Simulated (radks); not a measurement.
Problem. Mn, 25 electrons, occupied as [Ar] 3d5 4s2. Method: scalar-relativistic Kohn-Sham, r2SCAN, spin-polarised, spherical densities, finite nucleus; open shells are filled with parallel spins first; meta-GGA in the generalised Kohn-Sham scheme; Fermi nuclear charge, rms radius 3.7057 fm; hard spherical wall at 6 bohr; computed with a radial shooting solver on a logarithmic mesh with Libxc functionals. Some entries of the table are withheld. Estimate them.

orbital,occ.,eigenvalue (eV),r(max) (bohr),<1/r> (bohr^-1)
1s down,1,-6450.418,0.03988,24.92
1s up,1,-6450.385,0.03988,24.92
2s up,1,-751.4320,0.2323,5.316
2s down,1,-748.7638,0.2321,5.329
2p up,3,-634.5960,0.1885,5.199
2p down,3,-632.5629,0.1883,5.211
3s up,1,-89.7527,0.7354,1.660
3s down,1,-83.1245,0.7368,1.649
3p up,3,-57.1975,0.7523,1.520
3p down,3,-50.5966,0.7548,1.507
3d up,5,(1),0.7629,(2)
4s up,1,-4.6269,2.433,0.4634
4s down,1,-3.3194,2.671,0.4199
3d down,0,(3),0.7819,(4)
4p up,0,0.6124,2.926,0.3997
4p down,0,1.2798,3.190,0.3697
4d up,0,8.6996,3.691,0.3908
4d down,0,9.1206,3.932,0.4399
5s up,0,12.5311,4.359,0.4199
5s down,0,13.4238,4.492,0.4079

Solution. 
(1) 3d up eigenvalue (eV): -7.5088
(2) 3d up <1/r> (bohr^-1): 1.142
(3) 3d down eigenvalue (eV): -1.6207
(4) 3d down <1/r> (bohr^-1): 1.038
